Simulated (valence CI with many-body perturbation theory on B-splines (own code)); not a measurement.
**Pm¹²⁺ in brief**

Method: configuration interaction combined with many-body perturbation theory (CI+MBPT): three valence electrons over a frozen Dirac-Fock core [Kr] 4d10, radial functions for each j: 7 s, 7 p, 7 d, 7 f, 4 g, 2 h, with the one-electron correlation potential Σ1, the two-electron term Σ2, the three-electron term Σ3, Breit, model QED; selected CI, second order for the rest, scaled by the run's own slope (own B-spline code, finite nucleus).

No measured spectrum was set against this ion. As an estimate, terms of the open shell hold to a few per cent of their energy, and close levels can change places; configurations with another count of f electrons can be misplaced by thousands of cm⁻¹.

Rates and lifetimes use the calculated energies. Strong lines usually hold to 10 to 20 %, long lifetimes can be off by a factor of two.

(1) What is the ground level?

(2) How is the term 2F° of the ground level split?

(3) Among levels below 483520 cm⁻¹, which E1 lines absorb most strongly from the ground level?

(4) What is the ionisation energy?

(5) How well does LS coupling describe the low levels?

## Answers

(1) 4f.5s2 2F°_5/2, composition 98 % 4f.5s2 2F°, g = 0.856.

(2) J = 5/2 at 0, J = 7/2 at 5149 cm⁻¹.

(3) to 4f.5s.5p 2G_7/2 at 38.68 nm, f = 0.527; to 4f.5s.5p 2F_5/2 at 40.23 nm, f = 0.445; to 4f.5s.5p 2D_3/2 at 38.20 nm, f = 0.320.

(4) 224.94 eV; NIST lists 229 ± 11 eV (theoretical).

(5) Among the lowest 20 levels the leading LS term, summed over configurations, holds 91 % on average. For single configurations the figures are 90 % in LS and 71 % in jj coupling. Terms mix most in the J = 9/2 level at 86644 cm⁻¹, where the leading one holds 56 %.
